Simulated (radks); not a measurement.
Q: The palladium ion Pd3+, configuration [Ar] 3d10 4p6 4d7 5d2 (not the ground configuration). Method: Dirac Kohn-Sham, SOGGA, spin-unpolarised, spherical densities, point nucleus; open shells fill j = l - 1/2 first; computed with a radial shooting solver on a logarithmic mesh with Libxc functionals. Some entries of the table are withheld. Estimate them.

| orbital | occ. | eigenvalue (hartree) | <r> (bohr) |
|---|---|---|---|
| 1s1/2 | 2 | -889.6772 | 0.03186 |
| 2s1/2 | 2 | -132.0110 | 0.1380 |
| 2p1/2 | 2 | -122.6557 | 0.1172 |
| 2p3/2 | 4 | -116.8009 | 0.1221 |
| 3s1/2 | 2 | -25.82934 | 0.3790 |
| 3p1/2 | 2 | -22.13524 | (1) |
| 3p3/2 | 4 | -21.11289 | (2) |
| 3d3/2 | 4 | -14.56522 | 0.3550 |
| 3d5/2 | 6 | -14.36114 | 0.3585 |
| 4p1/2 | 2 | (3) | 0.9756 |
| 4p3/2 | 4 | (4) | 1.001 |
| 4d3/2 | 4 | -2.18149 | 1.185 |
| 4d5/2 | 3 | -2.15561 | 1.195 |
| 5d3/2 | 2 | -0.68415 | (5) |
| 5d5/2 | 0 | -0.68069 | (6) |

A: 
(1) 3p1/2 <r> (bohr): 0.3710
(2) 3p3/2 <r> (bohr): 0.3818
(3) 4p1/2 eigenvalue (hartree): -4.21941
(4) 4p3/2 eigenvalue (hartree): -4.03805
(5) 5d3/2 <r> (bohr): 3.336
(6) 5d5/2 <r> (bohr): 3.352
